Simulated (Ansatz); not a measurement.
Isolated molecules relaxed with PBE0-D4/def2-TZVP in Ansatz; ΔE leaves out vibrations. CCSD(T)/CBS adds triple-zeta CCSD(T) − MP2 to the extrapolated MP2 energy (def2 sets, frozen cores). Functionals use def2-TZVPP. Each species was taken in one conformer, which may not be the lowest.

Consider the isomerisation: `[SiH3]O[SiH]([SiH3])Cl` → `O[SiH2][SiH]([SiH3])Cl`.

CCSD(T)/CBS gives +116.5 kJ/mol.

(1) Another level gave +121.3 kJ/mol. Which?
A. PBE-D4/def2-TZVPP
B. ωB97X-V/def2-TZVPP
C. PBE0/def2-TZVPP
D. B2PLYP/def2-TZVPP

Largest T1 diagnostic among the species: 0.012.

## Answers

(1) D. B2PLYP 121.3, PBE0 98.5, PBE-D4 89.8, ωB97X-V 115.0 kJ/mol.

From PBE to PBE0 (25 % exact exchange), in def2-TZVPP and without D4, ΔE moves by +9.1 kJ/mol. In def2-TZVPP, CCSD(T) changes the Hartree–Fock value by −25.5 kJ/mol (the triples alone add −3.8 kJ/mol) and MP2 by −19.8 kJ/mol.

CCSD(T)/CBS has its own doubt, a few kJ/mol and more with outer-core shells, so smaller differences from it don't rank the levels.
